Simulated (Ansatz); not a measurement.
Input for Ansatz (a first-principles code): U-PBE0/def2-TZVPP on V, 2S+1 = 4, a spin state set in the input, which need not be the lowest.

Ansatz 0.2 input:
```yaml
crystal:
  periodic: [false, false, false]
  atoms:
    - {symbol: V, position_ang: [0.00000000, 0.00000000, 0.00000000]}
basis:
  gaussian:
    orbitals: def2-TZVPP
hamiltonian:
  xc: {name: PBE0}
magnetization: {spin_polarized: true, initial_magnetization: 3}
scf: {lower_state_search: full}
```

Program output:

```
Functional definition: PBE0
[...]
integrals: 0.01 GiB planned
528 factors; their error is unknown
mean field: 0.19 GiB planned
mean field evaluation 1: about -25662.8103 eV, gradient 6.3e1 eV
mean field evaluation 2: about -25579.1559 eV, gradient 1.3e2 eV
mean field evaluation 4: about -25662.2646 eV, gradient 6.0e1 eV
mean field evaluation 8: about -25678.7196 eV, gradient 7.7e-1 eV
mean field evaluation 16: about -25678.8635 eV, gradient 1.7e-2 eV
mean field evaluation 32: about -25678.8635 eV, gradient 9.6e-6 eV
mean field evaluation 64: about -25678.8581 eV, gradient 1.7e-1 eV
mean field evaluation 96: about -25678.8635 eV, gradient 6.7e-3 eV
mean field evaluation 128: about -25678.8603 eV, gradient 4.3e-1 eV
mean field evaluation 160: about -25667.7716 eV, gradient 1.5e1 eV
mean field evaluation 192: about -25678.8487 eV, gradient 5.1e-1 eV
mean field evaluation 224: about -25678.8572 eV, gradient 1.8e-1 eV
mean field evaluation 256: about -25488.0946 eV, gradient 1.1e2 eV
mean field evaluation 288: about -25672.1623 eV, gradient 5.3e0 eV
mean field evaluation 320: about -25677.2977 eV, gradient 1.2e-1 eV
mean field -25678.86347504 eV, -943.6808269488 hartree, gradient 2.1e-6 eV, S^2 4.062447; 21 other end points of the search recorded, 0 dependent functions left out
reference -25678.86349428 eV, -943.6808276558 hartree; 13, 10 occupied and 51, 54 virtual orbitals, 528 factors
Total energy: -25678.86349428 eV, -943.6808276558 hartree
```

Self-consistency was reached. Its determinant has ⟨S²⟩ = 4.06, a mixture of spin states.

Cost: very roughly 30 core-seconds.
